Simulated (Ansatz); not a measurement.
C3H8AlF, relaxed with RKS PBE0-D4/def2-TZVP in the Gaussian-basis code of Ansatz from a PBE-D4/def2-SVP geometry. The force threshold is 0.005 eV/Å; the program also tests the step.

The species carries charge 0 and has multiplicity 1. The bonds changed during the relaxation, so this is another structure than the one it started from.

Start:

```xyz
13

C     1.009    1.227    0.531
C     0.732    0.249   -0.561
F     0.315   -1.698    1.466
C    -0.416    0.152   -1.283
Al   -1.102   -1.361    0.578
H     1.267    0.672    1.458
H     0.150    1.896    0.731
H     1.895    1.844    0.269
H     1.544   -0.468   -0.782
H    -0.509   -0.571   -2.108
H    -1.246    0.865   -1.136
H    -1.566   -2.513   -0.429
H    -2.076   -0.295    1.266
```

| step | energy (eV) | largest force (eV/Å) | largest move (Å) |
| --- | --- | --- | --- |
| 1 | -12549.5710 | 0.587 | 0.000 |
| 2 | -12549.6099 | 0.644 | 0.120 |
| 3 | -12549.6207 | 0.584 | 0.127 |
| 4 | -12549.6264 | 0.474 | 0.031 |
| 5 | -12549.6300 | 0.178 | 0.095 |
| 6 | -12549.6336 | 0.056 | 0.043 |
| 7 | -12549.6343 | 0.040 | 0.010 |
| 8 | -12549.6349 | 0.019 | 0.026 |
| 9 | -12549.6360 | 0.053 | 0.085 |
| 10 | -12549.6362 | 0.078 | 0.066 |
| 11 | -12549.6369 | 0.089 | 0.036 |
| 14 | -12549.6382 | 0.039 | 0.047 |
| 17 | -12549.6384 | 0.024 | 0.031 |
| 20 (rejected) | -12549.6385 | 0.013 | 0.007 |
| 23 | -12549.6385 | 0.008 | 0.040 |
| 26 | -12549.6386 | 0.021 | 0.038 |
| 29 | -12549.6387 | 0.055 | 0.039 |
| 32 (rejected) | -12549.6388 | 0.201 | 0.096 |
| 35 | -12549.6402 | 0.121 | 0.074 |
| 38 | -12549.6464 | 0.090 | 0.141 |
| 41 | -12549.6613 | 0.143 | 0.131 |
| 44 | -12549.6695 | 0.062 | 0.065 |
| 47 | -12549.6729 | 0.023 | 0.011 |
| 50 | -12549.6730 | 0.003 | 0.001 |
| 51 | -12549.6731 | 0.004 | 0.013 |

End:

```xyz
13

C     0.714    1.532    0.460
C     0.739    0.251   -0.293
F    -0.091   -2.805    0.132
C    -0.119   -0.090   -1.266
Al   -0.986   -1.462    0.561
H     0.714    1.349    1.537
H    -0.155    2.138    0.202
H     1.618    2.105    0.230
H     1.547   -0.439   -0.055
H     0.011   -1.006   -1.834
H    -0.925    0.572   -1.566
H    -2.431   -1.325   -0.080
H    -0.635   -0.822    1.970
```

Run time 3.4 min (4 threads of a server CPU on a shared host); peak host memory 0.54 GiB.
